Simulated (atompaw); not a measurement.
What one change does to a pseudopotential (Yb, PAW (atompaw))

ytterbium, PAW, made with atompaw 4.2.0.5 (PBE, scalar-relativistic). Core [Kr] 4d10 4f13, reference 5s2 5p6 5d1 6s2 6p0. Waves: 5s (bound); 6s (bound); 5p (bound); 6p (bound, empty); 5d (bound); 5d channel at 0.25 Ry. Local part: bessel scheme, radius 2.50 bohr. Core correction: smooth core density matched at 2.10 bohr. Augmentation charge: sinc compensation charge, radius 2.10 bohr; PAW radius 2.90 bohr; waves and projectors: bloechl.

Change: local potential bessel scheme, radius 1.22 bohr.

Cutoffs: the cutoffs (Ry, on a coarse ladder) from which the occupation-weighted sum of valence levels, in a spherical-Bessel basis at the reference potential, stays within 10 and 1 mRy of its value at 400 Ry; they do not see the model core or the augmentation charge, which bear on the density cutoff.

**Question.** What does the change do?

**Answer.** The potential gets harder (21 Ry and 25 Ry → 40 Ry and 45 Ry); the range in which the s phases agree narrows (upper end 4.2 → 1.3); the range in which the p phases agree narrows (upper end at the end of the scan → 3.6); neither file shows a bound ghost.

| quantity | base | changed |
| --- | --- | --- |
| cutoff, loose | 21 Ry | 40 Ry |
| cutoff, tight | 25 Ry | 45 Ry |
| loose cutoff by channel (10 mRy a level) | s 15 Ry, p 15 Ry, d 10 Ry | s 30 Ry, p 35 Ry, d 15 Ry |
| bound ghosts | none | none |
| s: phases at 2.90 bohr within 0.05 rad from the reference energy up to (Ry; the scan ends near 5) | 4.2 | 1.3 |
| p: phases at 2.90 bohr within 0.05 rad from the reference energy up to (Ry; the scan ends near 5) | to the end of the scan | 3.6 |
| d: phases at 2.90 bohr within 0.05 rad from the reference energy up to (Ry; the scan ends near 5) | 1.4 | 1.1 |
| lowest overlap eigenvalue by channel | s 0.53, p 0.65, d 0.02 | s 0.20, p 0.50, d 0.01 |

 The cutoffs see the waves, projectors and local potential, not the compensation charge or the core.
